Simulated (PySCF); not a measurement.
C3H13FSi4.
Atom-mapped SMILES: `[CH3:1][Si@@H:2]1[SiH2:3][Si@@H:4]([CH2:5][SiH3:6])[C@@H:7]1[F:8]`

Probes without a nucleus sit at each ring's centroid and 1 Å off its mean plane on both sides; NICS is minus the shielding there, NICSzz its component along the normal. Level: GIAO PBE0/pcSseg-1 (PySCF, non-relativistic, gas phase) on the GFN2-xTB geometry, one conformer.

Ring bond lengths (Å), with Mayer bond orders in brackets: Si2–Si3 2.350 (0.89), Si3–Si4 2.345 (0.89), Si4–C7 1.959 (0.84), C7–Si2 1.960 (0.83).

Task: Give the NICS values of each ring in ppm.

Result: 
```tsv
ring	type	NICS(0)	NICS(1), two faces	NICS(1)zz, two faces	rms pucker (Å)	centre to ring atoms, mean (Å)
Si2–Si3–Si4–C7	4-membered ring with 3 Si; formal bonds all single	2.6	-1.6 / 0.7	4.4 / 8.2	0.06	1.52
```

Task: What do they say, and how far can they be read as aromaticity?

Result: 
- Si2–Si3–Si4–C7: mean NICS(1)zz 6.3 ppm, deshielded. Si2, Si3, Si4, C7 have four or more neighbours; no verdict on aromaticity is drawn. The two faces differ by 3.8 ppm, so no symmetry operation interchanges them.

Task: What field does 14.1 T along the ring normal induce along that normal at the second NICS(1) probe listed for ring Si2–Si3–Si4–C7, 1 Å off the ring?

Result: NICSzz × B0 = 8.2 ppm × 14.1 T = 116 μT, along the applied field.

Task: How shielded are the nuclei of the rings and their hydrogens (means over atoms taken as equivalent)?

Result: 
```tsv
atoms	environment	σ isotropic (ppm)	principal values of the symmetric part, first atom (ppm)
Si2	SiH silicon	375.9	324.9, 390.7, 412.1
Si3	SiH2 silicon	437.1	392.1, 417.6, 501.4
Si4	SiH silicon	365.8	330.2, 366.8, 400.3
C7	sp3 C–F carbon	88.0	40.7, 76.1, 147.2
H on Si2	Si–H hydrogen	26.69	23.7, 25.3, 31.0
H on Si3	Si–H hydrogen	27.67	24.2, 26.2, 32.7
H on Si3	Si–H hydrogen	27.37	24.1, 25.4, 32.6
H on Si4	Si–H hydrogen	26.65	23.2, 26.0, 30.7
H on C7	methine hydrogen	26.04	24.1, 25.2, 28.8
```

Conformer computed: `[CH3:1][Si@@H:2]1[SiH2:3][Si@@H:4]([CH2:5][SiH3:6])[C@@H:7]1[F:8]`: Si3–Si4–C5–Si6 -80°.
